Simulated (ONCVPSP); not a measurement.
**Varying the ONCV potential for S**

Base potential:

- Element: sulfur
- Generator: ONCVPSP 4.0.1
- Type: optimised norm-conserving Vanderbilt (ONCV)
- Functional: Wu-Cohen
- Relativity: non-relativistic
- Frozen core: [Ne]
- Valence charge: 6
- Reference configuration: 3s2 3p4
- Partial waves: 3s: rc 1.40 bohr, ncon 4, nbas 8, qcut 5.6 1/bohr, 3 projectors, debl 0.7 Ha; 3p: rc 1.45 bohr, ncon 5, nbas 9, qcut 5.3 1/bohr, 2 projectors, debl 3.7 Ha; d scattering state at 0.19 Ha: rc 1.50 bohr, ncon 4, nbas 7, qcut 7.6 1/bohr, 2 projectors, debl 2.3 Ha
- Local potential: polynomial inside 1.25 bohr (lpopt 5, dvloc0 0 Ha)
- Core correction: Teter function, fcfact 5.5, rcfact 1.35

Cutoffs, loose and tight: the cutoffs (Ha) at which the residual kinetic energy of the hardest occupied pseudo-wave falls to 1 and 0.1 mHa per electron. They do not see the model core or the augmentation charge, which bear on the density cutoff. Test errors are all-electron minus pseudo excitation energies from the reference, over the configurations 3s2 3p3; 3s2 3p2; 3s2 3p1; 3s1 3p5. A dash means not determined; rows that change the core or the reference have their own tests.

For the base: The cutoffs count occupied waves only; projector 2 of the p channel, the hardest unoccupied one, needs 97 Ha at the loose tolerance.

A true bound ghost makes a file unfit for plane-wave use even where its test errors are small: the radial tests pick states by their node count and pass the ghost by.

```tsv
change	outcome	cutoff, loose	cutoff, tight	bound ghosts	GHOST(+) flags above zero	largest test error (meV)
base	generated	13 Ha	17 Ha	s	s	+45
reference 3s2 3p3	generated, projector energies reset by the program	13 Ha	18 Ha	s	s	+30
s: nproj 1	generated	13 Ha	17 Ha	none	none	+74
core correction Teter function, fcfact 5.5, rcfact 1.84	generated	13 Ha	17 Ha	s	s	-73
d: rc 1.74	generated	13 Ha	17 Ha	s	s	+45
s: qcut 6	generated	14 Ha	17 Ha	s	s	+44
all radii but the core radius scaled by about 0.80 (s 1.12, p 1.16, d 1.20 bohr); local potential polynomial inside 1.00 bohr (lpopt 5, dvloc0 0 Ha)	generated	166 Ha	197 Ha	s, p	s, p	+30
scalar-relativistic	generated	13 Ha	18 Ha	s	s	+41
```

(1) What comes out with this change to the base: core correction Teter function, fcfact 1.4, rcfact 1.35?

(2) What comes out with this change to the base: s: rc 1.96?

Results:

(1) outcome: generated; cutoff, loose: 13 Ha; cutoff, tight: 17 Ha; bound ghosts: s; GHOST(+) flags above zero: s; largest test error (meV): +51.

(2) outcome: generated; cutoff, loose: 11 Ha; cutoff, tight: 15 Ha; bound ghosts: none; GHOST(+) flags above zero: s; largest test error (meV): +66.
